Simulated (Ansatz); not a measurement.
Reaction (SMILES): [MoH6] (MoH6) → [MoH6] (MoH6) as doublet, charge +1 + e-
Each molecule is optimised on its own at B3LYP-D3(BJ)/def2-TZVP (Ansatz, a program for electronic structure). Frequencies are from Ansatz. High T1 diagnostic, so coupled cluster is less sure: [MoH6] (MoH6). [MoH6] (MoH6) as doublet, charge +1: The spin state was set by rule; other spins were not relaxed.

Property: adiabatic ionisation energy (0 K, with B3LYP-D3(BJ) harmonic zero-point energies), in eV. Valence correlation only, unless marked. UHF or UKS for open shells. No spin-orbit coupling. Frozen are the shells of the preceding noble gas and the d and f shells that filled before the atom's block. Past Kr the def2 sets carry scalar-relativistic core potentials. CBS marks a two-point X^-3 extrapolation of the correlation energy; Hartree-Fock from the larger set. [CCSD(T)-MP2]/basis is that difference in the basis named.

```csv
level,program,adiabatic ionisation energy (eV)
HF/def2-TZVPP,Ansatz,5.39
BHLYP/def2-TZVPD,Ansatz,7.04
HSE06-D4/def2-TZVPD,Ansatz + dftd4,7.62
MP2/def2-SVP,Ansatz,7.38
MP2/def2-TZVPPD,Ansatz,7.51
RI-MP2/def2-TZVPP,Ansatz,7.49
```

Q: What does RI-MP2/CBS(def2-TZVPPD,def2-QZVPPD)+[CCSD(T)-MP2]/def2-TZVPPD (Ansatz) give?

A: 7.53 eV
